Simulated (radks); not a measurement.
Q: All-electron atom: Tl I in [Hg] 6p1 (the NIST ground configuration). Method: non-relativistic Kohn-Sham, RPBE, spin-polarised, spherical densities, point nucleus; open shells are filled with parallel spins first (spin-orbit coupling, left out, can overturn this in heavy ions); relativity is left out, which matters for an element this heavy; computed with a radial shooting solver on a logarithmic mesh with Libxc functionals. Some entries of the table are withheld. Estimate them.

| orbital | occ. | eigenvalue (hartree) | <r> (bohr) |
|---|---|---|---|
| 1s up | 1 | -2829.581 | 0.01869 |
| 1s down | 1 | -2829.581 | 0.01869 |
| 2s down | 1 | -475.2149 | 0.07862 |
| 2s up | 1 | -475.2149 | 0.07862 |
| 2p up | 3 | -457.3491 | 0.06642 |
| 2p down | 3 | -457.3489 | 0.06642 |
| 3s up | 1 | -112.5780 | 0.1980 |
| 3s down | 1 | -112.5779 | 0.1980 |
| 3p up | 3 | -104.1097 | 0.1885 |
| 3p down | 3 | -104.1096 | 0.1885 |
| 3d up | 5 | -88.32066 | 0.1644 |
| 3d down | 5 | -88.32057 | 0.1644 |
| 4s up | 1 | -24.51597 | 0.4337 |
| 4s down | 1 | -24.51579 | 0.4337 |
| 4p up | 3 | -20.82008 | 0.4369 |
| 4p down | 3 | -20.81988 | 0.4369 |
| 4d up | 5 | -14.01002 | 0.4424 |
| 4d down | 5 | -14.00980 | 0.4424 |
| 4f up | 7 | -4.81770 | 0.4572 |
| 4f down | 7 | -4.81745 | 0.4572 |
| 5s up | 1 | -3.80633 | 0.9748 |
| 5s down | 1 | -3.80599 | 0.9748 |
| 5p up | 3 | (1) | 1.051 |
| 5p down | 3 | (2) | 1.051 |
| 5d up | 5 | -0.66948 | (3) |
| 5d down | 5 | -0.66698 | (4) |
| 6s up | 1 | -0.28104 | 2.844 |
| 6s down | 1 | -0.25891 | 2.834 |
| 6p up | 1 | -0.10209 | (5) |
| 6p down | 0 | -0.07945 | (6) |

A: 
(1) 5p up eigenvalue (hartree): -2.59317
(2) 5p down eigenvalue (hartree): -2.59280
(3) 5d up <r> (bohr): 1.360
(4) 5d down <r> (bohr): 1.354
(5) 6p up <r> (bohr): 3.869
(6) 6p down <r> (bohr): 3.946
